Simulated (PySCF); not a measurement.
Ligands exchanged one at a time, In Cl-SH. Isolated molecules, 0 K electronic values unless said otherwise. One relaxed conformer stands for each flexible species; it need not be the lowest. Strings in code marks are SMILES.

Quantity: vertical ionisation energy (energy after one electron is removed minus that of the parent at the parent's geometry), in eV.

Case: `[SH][In]([Cl])[Cl]` (H–S–In–Cl torsion 0°). Geometry of `[SH][In]([Cl])[Cl]` (neutral, multiplicity 1, Å):

```xyz
5

S      1.4626    -1.2008    -0.2190
In    -0.5338     0.0053     0.0935
Cl    -0.5534     2.3138     0.0512
Cl    -2.5487    -1.0489     0.4565
H      2.1789    -0.0709    -0.3587
```

Task: Estimate the vertical ionisation energy (energy after one electron is removed minus that of the parent at the parent's geometry) that B3LYP/6-31G* (LANL2DZ on In) // PBE0-D4/def2-TZVP (PySCF) returns for this input.

Result: 10.47 eV.
